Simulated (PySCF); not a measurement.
C3H4BrF. Atoms are numbered in the order given.

```xyz
9

C     -1.6725     0.9225     0.0000
C     -0.2350     0.5421     0.0000
Br     0.1605    -1.3054     0.0000
C      0.7926     1.3926     0.0000
F      0.5959     2.7093     0.0000
H     -2.1847     0.5204     0.8879
H     -1.7679     2.0169     0.0000
H     -2.1847     0.5204    -0.8879
H      1.8461     1.1043     0.0000
```

Geometry: PBE0-D3(BJ)/def2-SVP.

All values below come from r2SCAN/def2-TZVP run with PySCF.

Symmetry labels are those of the subgroup Cs that the program uses (full group Cs).

Computed valence orbital energies around the gap with their symmetry:
| orbital | symmetry | energy (eV) |
|---|---|---|
| HOMO−7 | A" | -12.06 |
| HOMO−6 | A" | -10.95 |
| HOMO−5 | A' | -10.72 |
| HOMO−4 | A' | -9.76 |
| HOMO−3 | A' | -9.54 |
| HOMO−2 | A" | -8.29 |
| HOMO−1 | A' | -7.45 |
| HOMO | A" | -6.08 |
| LUMO | A' | -0.78 |
| LUMO+1 | A" | -0.77 |
| LUMO+2 | A' | 1.49 |
| LUMO+3 | A' | 2.40 |
